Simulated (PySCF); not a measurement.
## Calculated data, AlH2O2, CH2BF2, H4NSi

Computed with PySCF 2.14.0. Calculation on a computer-drawn molecule: optimised geometry and harmonic frequencies of an isolated molecule of the commonest isotopes, restricted reference for singlets and unrestricted otherwise, frozen core in MP2.

(1) AlH2O2

Start structure:
```xyz
5
AlH2O2
O      0.3017    -1.2633    -2.6368
Al     0.8678    -1.4406    -1.1690
O      1.8992    -0.2297    -0.3558
H      0.7798    -2.6181    -0.0704
H      2.3793     0.0660     0.4050
```

- charge: -1
- multiplicity: 1
- method: HF
- basis: aug-cc-pV(D+d)Z
- rotational constants: 42.07, 6.43, 5.577 GHz
- total energy: -392.9182 hartree
- convergence status largest gradient component: 2.865e-05 hartree/bohr

Drawn bonds:
```tsv
atom	other atom	order
1	2	1
2	3	1
2	4	1
3	5	1
```

Optimised structure:
```xyz
5
AlH2O2
O      0.2627    -1.3423    -2.6267
Al     0.9437    -1.3288    -1.1605
O      1.9302    -0.0703    -0.4417
H      0.8554    -2.4974    -0.0281
H      2.2359    -0.2469     0.4300
```

Modes:
```tsv
frequency (cm⁻¹)	reduced mass (dalton)
304.5	7.562
365.4	1.14
566.9	1.42
677.9	1.289
721.7	4.227
828.4	1.178
1077	12.04
1760	1.04
4213	1.066
```

(2) CH2BF2

Start structure:
```xyz
6
CH2BF2
C     -1.6702    -0.8059     0.0449
B     -2.4987    -0.1322    -1.0563
F     -3.4306    -0.7881    -1.7306
F     -2.3221     1.1381    -1.3860
H     -0.9081    -0.2681     0.5957
H     -1.8155    -1.8452     0.3135
```

- charge: 0
- multiplicity: 2
- method: MP2
- basis: cc-pVDZ
- rotational constants: 9.836, 9.014, 4.704 GHz
- total energy: -263.2668 hartree
- spin squared: 0.7582
- convergence status largest gradient component: 1.941e-05 hartree/bohr

Drawn bonds:
```tsv
atom	other atom	order
1	2	1
2	3	1
2	4	1
1	5	1
1	6	1
```

Optimised structure:
```xyz
6
CH2BF2
C     -1.6688    -0.8070     0.0466
B     -2.5011    -0.1302    -1.0596
F     -3.4442    -0.8005    -1.7393
F     -2.3174     1.1576    -1.3890
H     -0.8996    -0.2660     0.6034
H     -1.8141    -1.8553     0.3191
```

Modes:
```tsv
frequency (cm⁻¹)	reduced mass (dalton)
285.9	1.041
332.8	2.847
486.9	10.65
568.4	2.411
750	2.089
818.3	6.99
865	1.519
1338	2.705
1398	9.838
1486	1.625
3226	1.056
3335	1.115
```

(3) H4NSi

Start structure:
```xyz
6
H4NSi
N     -1.2972    -0.2132     0.0390
Si     0.2198     0.8058    -0.1539
H     -2.0785     0.1445    -0.4764
H     -1.6058    -0.3957     0.9769
H      1.2365    -0.1740     0.4586
H      0.1619     1.7215     1.0997
```

- charge: -1
- multiplicity: 1
- method: MP2
- basis: aug-cc-pV(D+d)Z
- rotational constants: 81.55, 11.84, 11.72 GHz
- total energy: -346.0108 hartree
- convergence status largest gradient component: 1.243e-05 hartree/bohr

Drawn bonds:
```tsv
atom	other atom	order
1	2	1
1	3	1
1	4	1
2	5	1
2	6	1
```

Optimised structure:
```xyz
6
H4NSi
N     -1.2980    -0.2424     0.0316
Si     0.2292     0.8185    -0.1627
H     -2.0867     0.1492    -0.4840
H     -1.6187    -0.3858     0.9923
H      1.2399    -0.1634     0.4598
H      0.1710     1.7128     1.1069
```

Modes:
```tsv
frequency (cm⁻¹)	reduced mass (dalton)
269	1.038
516.2	1.552
630.9	2.557
695	1.051
764.9	1.166
935.6	1.192
985	1.038
1545	1.094
1866	1.041
1944	1.038
3484	1.051
3598	1.09
```
